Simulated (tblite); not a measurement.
Isomers of C8H14NP. All values are computed: GFN2-xTB (tblite) harmonic vibrations without scaling, gas phase. Errors from tens to a few hundred cm⁻¹ against measured bands are possible. One conformer each.

Electronic energies: GFN2-xTB at the same geometries; isomer energies are rough at this level and their order can be wrong.

```tsv
SMILES	electronic energy, lowest = 0 (kcal/mol)
C/C(=P\CCC#N)C(C)C	21.4
C=CC1=C(C)P(NC)CC1	0.0
CC#CP(C)N1CCCC1	4.1
C=C[C@@H]1[C@@H](C)[P@@]1(=N)/C=C/C	44.7
C#CP(/C=C/C)CN(C)C	49.8
```

Problem. How do GFN2-xTB zero-point energies change the relative energies?

Solution. 
| SMILES | ZPE (kcal/mol) | of it from modes above 1550 cm⁻¹ | electronic (kcal/mol) | with ZPE, lowest = 0 (kcal/mol) | lowest mode (cm⁻¹) | rings |
| --- | --- | --- | --- | --- | --- | --- |
| C=CC1=C(C)P(NC)CC1 | 125.7 | 65.2 | 0.0 | 0.0 | 49 | 1 |
| CC#CP(C)N1CCCC1 | 126.2 | 63.1 | 4.1 | 4.6 | 23 | 1 |
| C/C(=P\CCC#N)C(C)C | 125.9 | 63.4 | 21.4 | 21.6 | 35 | 0 |
| C=C[C@@H]1[C@@H](C)[P@@]1(=N)/C=C/C | 123.2 | 66.0 | 44.7 | 42.2 | 43 | 1 |
| C#CP(/C=C/C)CN(C)C | 123.4 | 65.7 | 49.8 | 47.6 | 31 | 0 |

The zero-point energies span 3.0 kcal/mol, from `C=C[C@@H]1[C@@H](C)[P@@]1(=N)/C=C/C` to `CC#CP(C)N1CCCC1`. The order is unchanged.

Problem. What do entropy and thermal enthalpy add at 298.15 K and 1 bar (rigid rotor, harmonic oscillator, one conformer each)?

Solution. 
```tsv
SMILES	point group	symmetry number	S (cal/(mol K))	H − H(0) (kcal/mol)	ZPE + H − H(0) − TS (kcal/mol)
C=CC1=C(C)P(NC)CC1	C1	1	109.5	8.38	101.4
C=C[C@@H]1[C@@H](C)[P@@]1(=N)/C=C/C	C1	1	113.8	8.99	98.2
C#CP(/C=C/C)CN(C)C	C1	1	118.5	9.31	97.4
```

Not tabulated: `CC#CP(C)N1CCCC1` (lowest mode only 23 cm⁻¹); `C/C(=P\CCC#N)C(C)C` (point group not settled).
